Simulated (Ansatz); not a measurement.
Frontier orbitals of germanium tetrachloride (`[Cl][Ge]([Cl])([Cl])[Cl]`).

Total charge 0; spin multiplicity 1. Correlated methods include outer-core shells of Ge, which these sets cover unevenly. Scalar relativity is left out up to krypton. The structure was optimised at the PBE0-D4/def2-TZVP level. Basis def2-TZVPP, Ansatz.

Orbital energies of one run (eV). Highest occupied ones, from the top: -11.92, -11.92, -11.92, -12.41, -12.41, -12.41, -12.82, -12.82, -14.72, -14.72, -14.72, -18.41, -26.20, -26.20. Empty: -0.13, 2.34, 2.34, 2.34, 5.96, 6.65.

**Question.** Which functional gave them?
A. CAM-B3LYP
B. PBE0
C. ωB97M-V
D. LC-ωPBE

**Answer.** C. HOMO energies: ωB97M-V -11.92, PBE0 -9.67, LC-ωPBE -12.53, CAM-B3LYP -11.04 eV.

LC-ωPBE has ω = 0.4 bohr⁻¹.
